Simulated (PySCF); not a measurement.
Molfile (atoms numbered from 1):
```
C6H14N2Si2
     RDKit          3D

 24 24  0  0  0  0  0  0  0  0999 V2000
   -3.0665    1.5304   -0.8006 C   0  0  0  0  0  0  0  0  0  0  0  0
   -2.1252    0.4859   -0.4970 N   0  0  0  0  0  0  0  0  0  0  0  0
   -2.4198   -0.8419   -0.3656 C   0  0  0  0  0  0  0  0  0  0  0  0
   -1.2666   -1.5143   -0.0212 C   0  0  0  0  0  0  0  0  0  0  0  0
   -0.2214   -0.5468    0.0598 C   0  0  0  0  0  0  0  0  0  0  0  0
    1.2171   -0.7855    0.4208 C   0  0  2  0  0  0  0  0  0  0  0  0
    1.4003   -1.3779    2.2258 Si  0  0  0  0  0  4  0  0  0  0  0  0
    2.0925    0.3615    0.2449 N   0  0  0  0  0  0  0  0  0  0  0  0
    2.8458    0.7725   -1.2642 Si  0  0  0  0  0  4  0  0  0  0  0  0
   -0.7942    0.6764   -0.2353 C   0  0  0  0  0  0  0  0  0  0  0  0
   -3.9818    1.0885   -1.2151 H   0  0  0  0  0  0  0  0  0  0  0  0
   -3.3353    2.1118    0.0967 H   0  0  0  0  0  0  0  0  0  0  0  0
   -2.6488    2.2180   -1.5507 H   0  0  0  0  0  0  0  0  0  0  0  0
   -3.4313   -1.2082   -0.5312 H   0  0  0  0  0  0  0  0  0  0  0  0
   -1.1788   -2.5865    0.1456 H   0  0  0  0  0  0  0  0  0  0  0  0
    1.6095   -1.6104   -0.2036 H   0  0  0  0  0  0  0  0  0  0  0  0
    0.4631   -2.4979    2.5462 H   0  0  0  0  0  0  0  0  0  0  0  0
    2.8032   -1.8246    2.4863 H   0  0  0  0  0  0  0  0  0  0  0  0
    1.0899   -0.2132    3.1144 H   0  0  0  0  0  0  0  0  0  0  0  0
    1.9345    1.1057    0.9169 H   0  0  0  0  0  0  0  0  0  0  0  0
    3.8330    1.8579   -0.9811 H   0  0  0  0  0  0  0  0  0  0  0  0
    1.9275    1.2605   -2.3477 H   0  0  0  0  0  0  0  0  0  0  0  0
    3.5369   -0.4445   -1.7894 H   0  0  0  0  0  0  0  0  0  0  0  0
   -0.3449    1.6649   -0.2968 H   0  0  0  0  0  0  0  0  0  0  0  0
  1  2  1  0
  2  3  1  0
  3  4  2  0
  4  5  1  0
  5  6  1  0
  6  7  1  0
  6  8  1  0
  8  9  1  0
  5 10  2  0
 10  2  1  0
  1 11  1  0
  1 12  1  0
  1 13  1  0
  3 14  1  0
  4 15  1  0
  6 16  1  6
  7 17  1  0
  7 18  1  0
  7 19  1  0
  8 20  1  0
  9 21  1  0
  9 22  1  0
  9 23  1  0
 10 24  1  0
M  END
```

All values are calculated (PySCF 2.14.0 with density-fitted response routines): GIAO wB97X-D/pcSseg-1 shieldings, structure optimised with PBE0-D3(BJ)/def2-SVP. Non-relativistic Hamiltonian, no solvent, rapidly exchanging positions averaged, a single conformation.

Problem. List the cross peaks expected in HSQC, COSY and HMBC spectra.

Solution. 

HSQC (one-bond C–H):
```csv
δH,δC
6.46 (H14),128.6 (C3)
6.40 (H24),121.2 (C10)
5.97 (H15),111.3 (C4)
3.49 (H16),39.5 (C6)
3.44 (H11/H12/H13),36.5 (C1)
```

COSY cross peaks (H two or three bonds apart, from the bond graph; peaks can be absent where the dihedral angle is near 90°):
```csv
δH,δH
6.46 (H14),5.97 (H15)
3.88 (H17/H18/H19),3.49 (H16)
```

HMBC (two and three bonds, from the bond graph):
```csv
δH,δC
6.46 (H14),"135.1 (C5), 121.2 (C10), 111.3 (C4), 36.5 (C1)"
6.40 (H24),"135.1 (C5), 128.6 (C3), 111.3 (C4), 39.5 (C6), 36.5 (C1)"
5.97 (H15),"135.1 (C5), 128.6 (C3), 121.2 (C10), 39.5 (C6)"
4.61 (H21/H22/H23),39.5 (C6)
3.88 (H17/H18/H19),"135.1 (C5), 39.5 (C6)"
3.49 (H16),"135.1 (C5), 121.2 (C10), 111.3 (C4)"
3.44 (H11/H12/H13),"128.6 (C3), 121.2 (C10)"
```

Shifts are taken against calculated references (same method and geometry level): 1H (σref 31.38), 13C (σref 184.54) against TMS.

Short H···H contacts in this conformer between protons four or more bonds apart (candidates for NOE cross peaks, intensity ∝ r⁻⁶): H11···H14 2.46 Å, H13···H24 2.68 Å, H16···H23 2.75 Å.

OH and NH positions are those of a molecule without intermolecular hydrogen bonds; in solution they move with solvent, concentration and temperature, and exchange usually removes their couplings. Shifts are as computed. Against solution values, carbons near 30 ppm lie about +1 ppm off and those near 130 ppm about +6 ppm. Of 1313 compounds with measured shifts, 239 miss one by over three times the rms of a fit or turn the order of signals round; such compounds aren't used in these exercises.
